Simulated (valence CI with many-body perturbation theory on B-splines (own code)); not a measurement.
E1 line list for La²⁴⁺

Computed by configuration interaction combined with many-body perturbation theory (CI+MBPT): five valence electrons over a frozen Dirac-Fock core [Ar] 3d10, a basis of 9 s, 9 p, 8 d, 6 f, 3 g, 1 h functions for each j, with the one-electron correlation potential Σ1, the two-electron term Σ2, the three-electron term Σ3, Breit, model QED; selected CI, second order for the rest (own B-spline code, finite nucleus).

No measured levels were compared; by estimate levels hold to about 250 cm⁻¹ or 0.2 % of their energy and the worst to 1 %, as in measured heavy ions of charge 2 to 7; those with d or f electrons hold less well. Among the levels kept, up to 280 cm⁻¹ of a level comes from second order outside the variational space, and about a tenth of that is noise between levels of different J, which matters for small intervals.

Lines 101 to 150 of 185 in falling wavelength, among levels below 1413000 cm⁻¹, chosen from the strongest by gf and those to the six lowest levels. Wavelengths and rates use the calculated energies, so an error of 2000 cm⁻¹ moves a line at 13.31 nm by 0.27 % and its rate by three times that or more. Electric multipoles are in the length gauge, E1 and E2 with the static RPA response of the core. Weak lines are less certain than strong ones. Lines between different terms over intervals too small for the method are left out, as are lines whose strength nearly cancels. The highest levels of a list are the least certain.

Levels are named by their leading jj configuration (3d3/2^4 stands for four electrons in 3d with j = 3/2), which in mixed levels can hold well under half, so a name can repeat and another be missing. Letters in brackets count levels of one name in rising energy.

```csv
λ vac (nm),Upper,Lower,A (s⁻¹),S (a.u.) with core polarisation,S without
13.31,(4s 4p1/2^2 4p3/2 4d3/2) J=7/2,(4s 4p1/2^2 4p3/2^2) J=5/2,1.25e+09,1.16e-02,1.23e-02
13.19,(4s^2 4p1/2 4p3/2 4d3/2) J=7/2,(4s^2 4p1/2 4p3/2^2) J=5/2,6.32e+08,5.73e-03,6.08e-03
13.07,(4s^2 4p1/2 4p3/2 4d3/2) J=5/2 [a],(4s^2 4p1/2 4p3/2^2) J=3/2,3.90e+08,2.57e-03,2.76e-03
13.03,(4s^2 4p1/2 4p3/2 4d3/2) J=3/2 [a],(4s^2 4p1/2 4p3/2^2) J=5/2,6.55e+10,2.86e-01,3.08e-01
12.97,(4s^2 4p1/2^2 4d3/2) J=3/2,(4s^2 4p1/2^2 4p3/2) J=3/2,1.12e+10,4.82e-02,5.17e-02
12.97,(4s^2 4p1/2 4p3/2 4d5/2) J=7/2 [a],(4s^2 4p1/2 4p3/2^2) J=5/2,6.53e+07,5.62e-04,5.97e-04
12.82,(4s^2 4p1/2 4p3/2 4d3/2) J=1/2 [a],(4s^2 4p1/2 4p3/2^2) J=3/2,2.73e+10,5.66e-02,6.08e-02
12.74,(4s^2 4p1/2 4p3/2 4d5/2) J=3/2 [a],(4s^2 4p1/2 4p3/2^2) J=1/2,2.83e+09,1.16e-02,1.24e-02
12.66,(4s^2 4p3/2^2 4d3/2) J=1/2,(4s^2 4p3/2^3) J=3/2,6.42e+09,1.29e-02,1.39e-02
12.57,(4s^2 4p1/2 4p3/2 4d3/2) J=3/2 [a],(4s^2 4p1/2 4p3/2^2) J=3/2,6.20e+09,2.43e-02,2.59e-02
12.53,(4s 4p1/2 4p3/2^3) J=3/2 [a],(4s^2 4p1/2^2 4p3/2) J=3/2,2.61e+10,1.02e-01,1.09e-01
12.51,(4s 4p1/2^2 4p3/2 4d3/2) J=3/2 [b],(4s 4p1/2^2 4p3/2^2) J=5/2,5.39e+09,2.08e-02,2.23e-02
12.48,(4s^2 4p3/2^2 4d3/2) J=3/2 [a],(4s^2 4p3/2^3) J=3/2,1.92e+08,7.38e-04,8.05e-04
12.39,(4s^2 4p3/2^2 4d3/2) J=5/2,(4s^2 4p3/2^3) J=3/2,8.95e+09,5.04e-02,5.41e-02
12.31,(4s^2 4p1/2 4p3/2 4d5/2) J=5/2 [a],(4s^2 4p1/2 4p3/2^2) J=5/2,1.42e+10,7.88e-02,8.42e-02
12.22,(4s^2 4p1/2 4p3/2 4d3/2) J=1/2 [b],(4s^2 4p1/2 4p3/2^2) J=1/2,2.70e+09,4.87e-03,5.23e-03
12.20,(4s^2 4p1/2 4p3/2 4d3/2) J=3/2 [b],(4s^2 4p1/2 4p3/2^2) J=1/2,3.12e+08,1.12e-03,1.22e-03
12.17,(4s^2 4p1/2 4p3/2 4d5/2) J=3/2 [a],(4s^2 4p1/2 4p3/2^2) J=5/2,3.24e+10,1.15e-01,1.24e-01
12.16,(4s 4p1/2 4p3/2^3) J=5/2,(4s^2 4p1/2^2 4p3/2) J=3/2,8.85e+09,4.71e-02,5.04e-02
12.09,(4s 4p3/2^4) J=1/2,(4s^2 4p1/2 4p3/2^2) J=1/2,9.10e+09,1.59e-02,1.70e-02
12.00,(4s^2 4p1/2^2 4d5/2) J=5/2,(4s^2 4p1/2^2 4p3/2) J=3/2,4.43e+10,2.26e-01,2.42e-01
11.90,(4s^2 4p1/2 4p3/2 4d5/2) J=5/2 [a],(4s^2 4p1/2 4p3/2^2) J=3/2,3.60e+10,1.80e-01,1.92e-01
11.79,(4s^2 4p1/2 4p3/2 4d3/2) J=5/2 [b],(4s^2 4p1/2 4p3/2^2) J=5/2,6.97e+10,3.38e-01,3.63e-01
11.77,(4s^2 4p1/2 4p3/2 4d5/2) J=3/2 [a],(4s^2 4p1/2 4p3/2^2) J=3/2,7.02e+10,2.26e-01,2.42e-01
11.75,(4s^2 4p3/2^2 4d5/2) J=5/2 [a],(4s^2 4p3/2^3) J=3/2,3.31e+07,1.59e-04,1.70e-04
11.71,(4s^2 4p1/2 4p3/2 4d5/2) J=3/2 [b],(4s^2 4p1/2 4p3/2^2) J=1/2,7.97e+10,2.53e-01,2.70e-01
11.68,(4s^2 4p1/2 4p3/2 4d3/2) J=3/2 [b],(4s^2 4p1/2 4p3/2^2) J=5/2,7.65e+10,2.41e-01,2.58e-01
11.66,(4s^2 4p1/2 4p3/2 4d5/2) J=7/2 [b],(4s^2 4p1/2 4p3/2^2) J=5/2,8.29e+10,5.19e-01,5.54e-01
11.62,(4s^2 4p3/2^2 4d3/2) J=3/2 [b],(4s^2 4p3/2^3) J=3/2,4.56e+10,1.41e-01,1.52e-01
11.56,(4s 4p1/2 4p3/2^3) J=1/2,(4s^2 4p1/2^2 4p3/2) J=3/2,1.66e+10,2.53e-02,2.72e-02
11.44,(4s 4p1/2 4p3/2^3) J=3/2 [b],(4s^2 4p1/2^2 4p3/2) J=3/2,4.14e+09,1.23e-02,1.32e-02
11.41,(4s^2 4p1/2 4p3/2 4d3/2) J=5/2 [b],(4s^2 4p1/2 4p3/2^2) J=3/2,1.23e+10,5.41e-02,5.80e-02
11.41,(4s^2 4p3/2^2 4d5/2) J=1/2,(4s^2 4p3/2^3) J=3/2,3.19e+11,4.67e-01,5.01e-01
11.33,(4s^2 4p1/2 4p3/2 4d3/2) J=1/2 [b],(4s^2 4p1/2 4p3/2^2) J=3/2,3.50e+10,5.02e-02,5.38e-02
11.31,(4s^2 4p1/2 4p3/2 4d3/2) J=3/2 [b],(4s^2 4p1/2 4p3/2^2) J=3/2,5.17e+10,1.48e-01,1.58e-01
11.29,(4s^2 4p1/2 4p3/2 4d5/2) J=1/2,(4s^2 4p1/2 4p3/2^2) J=1/2,2.93e+11,4.16e-01,4.46e-01
11.23,(4s^2 4p1/2 4p3/2 4d5/2) J=3/2 [b],(4s^2 4p1/2 4p3/2^2) J=5/2,1.99e+09,5.57e-03,5.95e-03
11.21,(4s 4p3/2^4) J=1/2,(4s^2 4p1/2 4p3/2^2) J=3/2,9.44e+09,1.31e-02,1.41e-02
11.13,(4s^2 4p1/2 4p3/2 4d5/2) J=5/2 [b],(4s^2 4p1/2 4p3/2^2) J=5/2,7.52e+10,3.07e-01,3.29e-01
11.02,(4s^2 4p3/2^2 4d5/2) J=3/2,(4s^2 4p3/2^3) J=3/2,2.68e+11,7.09e-01,7.58e-01
10.90,(4s^2 4p1/2 4p3/2 4d3/2) J=5/2 [a],(4s^2 4p1/2^2 4p3/2) J=3/2,1.71e+09,6.54e-03,6.99e-03
10.88,(4s^2 4p1/2 4p3/2 4d5/2) J=3/2 [b],(4s^2 4p1/2 4p3/2^2) J=3/2,2.13e+08,5.42e-04,5.75e-04
10.80,(4s^2 4p3/2^2 4d5/2) J=5/2 [b],(4s^2 4p3/2^3) J=3/2,4.40e+11,1.64e+00,1.76e+00
10.79,(4s^2 4p1/2 4p3/2 4d5/2) J=5/2 [b],(4s^2 4p1/2 4p3/2^2) J=3/2,2.28e+11,8.47e-01,9.05e-01
10.72,(4s^2 4p1/2 4p3/2 4d3/2) J=1/2 [a],(4s^2 4p1/2^2 4p3/2) J=3/2,3.47e+09,4.23e-03,4.55e-03
10.58,(4s^2 4p3/2^2 4d3/2) J=1/2,(4s^2 4p1/2 4p3/2^2) J=1/2,2.75e+09,3.21e-03,3.40e-03
10.55,(4s^2 4p1/2 4p3/2 4d3/2) J=3/2 [a],(4s^2 4p1/2^2 4p3/2) J=3/2,4.24e+10,9.81e-02,1.05e-01
10.52,(4s^2 4p1/2 4p3/2 4d5/2) J=1/2,(4s^2 4p1/2 4p3/2^2) J=3/2,1.90e+10,2.19e-02,2.36e-02
10.45,(4s^2 4p3/2^2 4d3/2) J=3/2 [a],(4s^2 4p1/2 4p3/2^2) J=1/2,3.26e+10,7.36e-02,7.90e-02
10.42,(4s^2 4p3/2^2 4d5/2) J=7/2,(4s^2 4p1/2 4p3/2^2) J=5/2,6.64e+09,2.97e-02,3.18e-02
```
